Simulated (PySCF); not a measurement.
**Partial charges of `CCN[SiH2][C@@H](C)C1CC1`**

Species: C7H17NSi.
Atom-mapped SMILES: `[CH3:1][CH2:2][NH:3][SiH2:4][C@@H:5]([CH3:6])[CH:7]1[CH2:8][CH2:9]1` (hydrogens: H10, H11, H12 on C1; H13, H14 on C2; H15 on N3; H16, H17 on Si4; H18 on C5; H19, H20, H21 on C6; H22 on C7; H23, H24 on C8; H25, H26 on C9)

Cartesian coordinates in Å at the GFN2-xTB level; atoms count from 1:
```
atom  x, y, z in Å
C1     3.5301    1.1317    0.0622
C2     2.9343   -0.2356   -0.2527
N3     1.5009   -0.1579   -0.3815
Si4    0.4345   -1.4197    0.0594
C5    -1.3372   -0.7806   -0.2225
C6    -2.3436   -1.8817    0.0984
C7    -1.6337    0.4401    0.6165
C8    -2.7266    1.3875    0.2162
C9    -1.2916    1.8139    0.1290
H10    4.6062    1.0556    0.1952
H11    3.3281    1.8283   -0.7492
H12    3.0867    1.5257    0.9729
H13    3.1529   -0.9343    0.5563
H14    3.3955   -0.6351   -1.1680
H15    1.2233    0.5155   -1.0787
H16    0.6745   -1.7109    1.4784
H17    0.6057   -2.6743   -0.7003
H18   -1.4687   -0.5084   -1.2751
H19   -2.2554   -2.1835    1.1398
H20   -3.3632   -1.5361   -0.0692
H21   -2.1699   -2.7569   -0.5230
H22   -1.5191    0.2664    1.6805
H23   -3.3494    1.8227    0.9835
H24   -3.2522    1.1955   -0.7078
H25   -0.9257    2.5418    0.8373
H26   -0.8574    1.9127   -0.8546
```

Density: PBE0/pcSseg-1 (PySCF); schemes: Mulliken, IAO, Hirshfeld and ESP-fitted. Geometry: GFN2-xTB, one conformer, isolated molecule.

Problem. Atoms with like bonding are taken together and averaged. At which atom do the 4 schemes differ most?

Solution. At Si4: from +0.340 (ESP-fitted) to +0.887 e (IAO), 0.547 e apart.

Problem. Which atoms carry the highest charge in the Mulliken, IAO, Hirshfeld and ESP-fitted schemes?

Solution. The schemes don't all agree: Mulliken Si4 (+0.814); IAO Si4 (+0.887); Hirshfeld Si4 (+0.356); ESP-fitted C2 (+0.393).

Problem. Give the atomic charges in each scheme.

Solution. In e; atoms taken as equivalent share a row and are averaged (×n: the atom named and its like, n in all):

```csv
atom,environment,Mulliken,IAO,Hirshfeld,ESP-fitted
C1,methyl carbon,-0.276,-0.423,-0.122,-0.455
C2,sp3 carbon bound to nitrogen,-0.054,-0.129,-0.019,+0.393
N3,silicon-bound nitrogen,-0.682,-0.679,-0.240,-0.720
Si4,SiH2 silicon,+0.814,+0.887,+0.356,+0.340
C5,sp3 carbon bound to silicon,-0.529,-0.367,-0.105,-0.053
C6,methyl carbon,-0.212,-0.411,-0.120,-0.536
C7,three-membered-ring carbon,-0.260,-0.124,-0.037,+0.012
C8,three-membered-ring carbon,-0.181,-0.301,-0.094,-0.321
C9,three-membered-ring carbon,-0.181,-0.292,-0.093,-0.320
H10/H11/H12,methyl hydrogen,+0.108,+0.140,+0.040,+0.108
H13,methylene hydrogen,+0.112,+0.133,+0.041,+0.020
H14,methylene hydrogen,+0.108,+0.115,+0.028,-0.035
H15,N–H hydrogen,+0.194,+0.248,+0.108,+0.332
H16,Si–H hydrogen,-0.114,-0.152,-0.089,-0.069
H17,Si–H hydrogen,-0.128,-0.172,-0.100,-0.112
H18,methine hydrogen,+0.117,+0.129,+0.036,+0.131
H19/H20/H21,methyl hydrogen,+0.114,+0.137,+0.038,+0.144
H22,methine hydrogen,+0.121,+0.137,+0.043,+0.107
H23,methylene hydrogen,+0.125,+0.147,+0.045,+0.132
H24,methylene hydrogen,+0.120,+0.141,+0.043,+0.138
H25,methylene hydrogen,+0.126,+0.148,+0.045,+0.139
H26,methylene hydrogen,+0.113,+0.136,+0.042,+0.118
```

Mean size of the charges over all atoms: IAO 0.235 e, ESP-fitted 0.202 e, Mulliken 0.201 e, Hirshfeld 0.078 e. Each set sums to the total charge, 0, to within 0.001 e. The IAO scheme projects the occupied orbitals on a minimal set of polarised atomic orbitals and counts the electrons in each atom's part of it. The Mulliken scheme gives each basis function's population to the atom it is centred on and halves the overlap population of two atoms between them.

Problem. Sum the charges by element, for elements with more than one atom.

Solution. 
```json
{"element": "C", "atoms": "7", "Mulliken": "-1.694", "IAO": "-2.048", "Hirshfeld": "-0.590", "ESP-fitted": "-1.280"}
{"element": "H", "atoms": "17", "Mulliken": "+1.562", "IAO": "+1.840", "Hirshfeld": "+0.474", "ESP-fitted": "+1.659"}
```

Problem. How closely do the schemes follow one another over all atoms?

Solution. Correlation coefficient and root-mean-square difference: IAO with Hirshfeld 0.98, 0.194 e; Mulliken with IAO 0.97, 0.078 e; Mulliken with Hirshfeld 0.96, 0.172 e; IAO with ESP-fitted 0.82, 0.172 e; Hirshfeld with ESP-fitted 0.80, 0.190 e; Mulliken with ESP-fitted 0.74, 0.192 e.

Problem. How many electrons does the IAO scheme count on C6?

Solution. Z − q = 6 − (-0.411) = 6.411.
